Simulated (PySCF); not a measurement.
**C₆ coefficients of unlike pairs at UHF**

Calculated with PySCF 2.14 from the dipole response of each species, C₆(A,B) = (3/π) ∫ α_A(iu) α_B(iu) du, in atomic units, from isotropic polarisabilities. For ions this is the dispersion term alone; charge-induced terms of lower order in 1/R come first.

```csv
species,configuration,basis,relativity,α (bohr³),C₆ (like pair)
K+,[Ar] (1S),dyall-av3z (25s18p5d2f),spin-free X2C,5.392,23.07
Rh(3+),[Kr] 4d6 (5D),def2-TZVPPD with the def2 core potential (28 electrons) (6s4p3d2f1g),core potential,3.909,17.43
In(2+),[Kr] 4d10 5s1 (2S),aug-cc-pV5Z-PP with ECP28MDF (8s8p6d4f3g2h),core potential,17.51,79.81
Re(3+),[Xe] 4f14 5d4 (5D),aug-cc-pVQZ-PP with ECP60MDF (7s7p6d4f3g2h),core potential,6.922,35.89
```

Q: Estimate C₆ for Re(3+) with K+.

A: The integral gives 28.72. The combination rule 2 C_A C_B / (C_A α_B/α_A + C_B α_A/α_B) gives 28.76 and the geometric mean 28.77.

No spin-orbit coupling is included.

The other pairs:

| pair | C₆ |
| --- | --- |
| Re(3+), Rh(3+) | 24.66 |
| In(2+), Rh(3+) | 32.46 |
| Rh(3+), K+ | 19.63 |
| In(2+), K+ | 39.72 |
| Re(3+), In(2+) | 49.74 |
